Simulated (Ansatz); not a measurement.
Two isomers of C2H7NSSi: A = `SC[SiH]1CN1`, B = `C=CN[SiH2]S`.

Calculated with Ansatz (gas phase, PBE0-D4/def2-TZVP geometries, no zero-point term in ΔE). CCSD(T)/CBS is the MP2 limit (def2-TZVPP, def2-QZVPP) plus CCSD(T) − MP2 in def2-TZVPP, frozen cores. Functionals use def2-TZVPP. Each species was taken in one conformer, which may not be the lowest.

**Question.** Which isomer does CCSD(T)/CBS put lower? Give the gap. (Estimate.)

**Answer.** Ansatz gave: B, by 156.5 kJ/mol.

**Question.** Give E(B) − E(A) in kJ/mol with CCSD/def2-TZVPP, r2SCAN-D4, B2PLYP, PBE0-D4, ωB97M-V, CCSD(T)/def2-TZVPP, PBE-D4. (Best estimate.)

**Answer.** Computed: CCSD/def2-TZVPP -160.6, r2SCAN-D4 -153.9, B2PLYP -164.8, PBE0-D4 -147.7, ωB97M-V -151.4, CCSD(T)/def2-TZVPP -157.5, PBE-D4 -145.6. None reverses the order clearly.

Largest T1 diagnostic: 0.012.

In def2-TZVPP, CCSD(T) changes the Hartree–Fock value by +37.4 kJ/mol (the triples alone add +3.1 kJ/mol) and MP2 by +42.5 kJ/mol.
